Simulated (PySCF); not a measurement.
**Polarisability and C₆ of Ne⁺ (neon, charge +1)**

[He] 2s2 2p5, 2P determinant. Calculation: PySCF 2.14, in dyall-acv3z (15s9p4d2f, 76 functions); the non-relativistic Hamiltonian (point nucleus). Coupled (time-dependent) response in atomic units; α is the mean over directions.

```
method  mean α (bohr³)         α xx, yy, zz  C₆ (like pair)   S(−4)
   UHF           1.215  1.285, 1.181, 1.181           2.100  0.4502
   PBE           1.349  1.396, 1.326, 1.326           2.396  0.6132
  PBE0           1.305  1.360, 1.277, 1.277           2.297  0.5543
  MN15           1.314  1.383, 1.279, 1.279           2.285  0.5807
 wB97X           1.325  1.380, 1.298, 1.298           2.342  0.5748
```

S(−4) is the Cauchy moment in α(ω) = α(0) + S(−4) ω² + …

α(iu) at MN15:

```tsv
u (hartree)	α(iu) (bohr³)
0	1.314
0.0500	1.312
0.100	1.308
0.200	1.291
0.300	1.264
0.500	1.190
0.750	1.075
1.00	0.9561
1.50	0.7430
2.00	0.5786
3.00	0.3683
5.00	0.1816
```

A single London oscillator, α(iu) = α/(1 + u²/ω²), gives C₆ = (3/4) ω α². Matching the computed C₆ needs ω = 4 × 2.285 / (3 × 1.314²) = 1.76 hartree.

For an ion, C₆ is the dispersion term alone; charge-induced terms of lower order in 1/R come first.

The components differ because the open shell of this determinant is not spherical; for a pure term their mean is the scalar polarisability.
